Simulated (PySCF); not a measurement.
## Ionisation energy of Ce¹⁹⁺ by level of theory

Ce¹⁹⁺ [Kr] 4d3 (4F) → Ce²⁰⁺ [Kr] 4d2 (3F), as a difference of total energies. Calculation: PySCF 2.14, in an even-tempered Gaussian basis (20 s from 0.95 bohr⁻², ratio 2.5; 14 p from 1.2 bohr⁻², ratio 2.5; 10 d from 1.2 bohr⁻², ratio 2.5; 4 f from 5.8 bohr⁻², ratio 2.7; 4 g from 8.7 bohr⁻², ratio 2.7); scalar relativity by spin-free X2C-1e. Correlated levels: outer shells: [Ar] 3d10 frozen; virtual orbitals above 40 to 60 times the deepest correlated orbital energy dropped. The calculations carry no spin-orbit coupling.

```
                method  ionisation energy (eV)
                   UHF                  542.93
                   LDA                  544.19
                   PBE                  544.15
                  PBE0                  544.26
                r2SCAN                  544.63
    MP2 (outer shells)                  543.52
SCS-MP2 (outer shells)                  543.34
```

How much does correlation contribute at MP2 (outer shells)?

543.52 − (542.93) = 0.59 eV, measured against UHF.

A first-order spin-orbit estimate (lowest level to lowest level, LS coupling) adds -0.102 eV.

Breit and QED terms and the two-electron picture change are absent.

For comparison: 543 ± 4 eV (theoretical estimate listed by NIST; NIST Atomic Spectra Database, ionization energies).
